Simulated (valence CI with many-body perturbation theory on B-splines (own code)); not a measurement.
# Hyperfine factors and g values of I¹⁴⁺

Computed by configuration interaction combined with many-body perturbation theory (CI+MBPT): three valence electrons over a frozen Dirac-Fock core [Kr], radial functions for each j: 9 s, 9 p, 10 d, 8 f, 5 g, 3 h, 1 i, with the one-electron correlation potential Σ1, the two-electron term Σ2, the three-electron term Σ3, Breit, model QED; selected CI, second order for the rest (own B-spline code, finite nucleus).

No measured levels were compared; by estimate terms of the open shell hold to 2 to 4 % of their energy, and close levels can change places. Core correlation moves these levels by up to 3400 cm⁻¹, and in measured spectra 5 to 20 % of such shifts remained as error; rates that hang on mixing are uncertain with them. Only levels of the ground parity were solved; by the run's estimate the other parity begins above the list, which can be wrong where configurations are misplaced.

A/g_I is the dipole constant over the nuclear g factor μ/I (μ in nuclear magnetons, uniformly magnetised nucleus), B/Q the quadrupole constant per barn. Both hold the static response of the core; the bare values leave it out. Large factors of s and p1/2 electrons are usually good to 5 to 10 %; those of open d and f shells near neutrality can be off by tens of per cent, and small factors of p3/2, d and f electrons come from cancelling terms and can be off by a factor of two or in sign, in half-filled shells by more. B is blank for J = 1/2, where it vanishes, and for nearly pure S terms. Energies count from the lowest level.

Names give the largest LS component (configuration and term), which can be under half, so a name can repeat, a term be missing and a line seem to break the LS rules; names also repeat where a configuration has a term twice. Letters in brackets count levels of one name in rising energy.

```
         Level  E (cm⁻¹)      g  A/g_I (MHz)  A/g_I bare  B/Q (MHz/b)  B/Q bare
    4d³ ⁴F_3/2       0.0  0.464         5210        4580        -1570     -1480
    4d³ ⁴F_5/2      9783  1.035         2710        2670        -1220     -1150
    4d³ ⁴F_7/2     18223  1.202         2200        2340        -1070     -1010
    4d³ ⁴F_9/2     24322  1.240         2330        2500         -344      -342
    4d³ ⁴P_3/2     27014  1.438         1880        2250        -1890     -1780
    4d³ ⁴P_1/2     30545  2.198        -3480       -2310                       
    4d³ ²G_7/2     39744  0.933         3080        2940         1610      1510
    4d³ ²H_9/2     41029  1.052         2680        2660         3470      3250
    4d³ ⁴P_5/2     43012  1.566          321         828         2840      2660
4d³ ²D_3/2 [a]     49229  1.168         2470        2560        -2970     -2790
    4d³ ²P_1/2     52461  1.137         -278        -203                       
   4d³ ²H_11/2     55531  1.090         2600        2620         6470      6070
4d³ ²D_5/2 [a]     60831  1.206         2200        2340        -1420     -1340
    4d³ ²G_9/2     62921  1.059         2180        2170         2260      2130
    4d³ ²P_3/2     71491  1.187         2080        2200          448       419
    4d³ ²F_5/2     72079  0.900         2540        2360         3840      3600
    4d³ ²F_7/2     72727  1.132         2560        2620         1700      1600
4d³ ²D_3/2 [b]    109400  0.803         4430        4150         3790      3550
4d³ ²D_5/2 [b]    110760  1.175         1900        2010         2730      2570
```

(1) Take the isotope of mass number 129, with I = 7/2, μ = 2.6165 μN and Q = -0.483 b. What is the hyperfine structure of 4d³ ⁴P_3/2?

Results:

(1) From the table A = 1400 MHz, B = 912 MHz. Shifts from the centre of gravity in MHz: F = 2: -8960, F = 3: -5410, F = 4: -73.4, F = 5: 7580.
